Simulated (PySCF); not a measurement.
BF₂, SMILES F[B]F (connectivity only; charge and spin as stated), charge +1, multiplicity 1.

Geometry: ωB97X-D3(BJ)/def2-TZVP. The multiplicity is an assumed one; other spin states were not compared. The isomer is the one that the SMILES or the coordinates give; other isomers of the formula were not compared.

Two levels are set side by side: PBE/def2-TZVPD (PySCF) and B3LYP/def2-TZVPD (PySCF). Same geometry, gas phase. Differences are taken from unrounded values.

```tsv
quantity	B3LYP	PBE	PBE minus B3LYP
orbital gap (eV)	13.45	11.01	-2.44
highest occupied level (eV)	-22.33	-20.53	1.80
lowest empty level (eV)	-8.88	-9.52	-0.64
mean polarisability (bohr³)	10.5	11.0	0.5
```

Without exact exchange PBE keeps part of each electron's self-repulsion, which lifts occupied levels and narrows the gap. Loosely held outer electrons make PBE densities more polarisable. Differences between two approximate levels are no errors against the true value.

Rough cost on one machine, each run with all the roots and properties that it gave: B3LYP against PBE within a factor of 2.
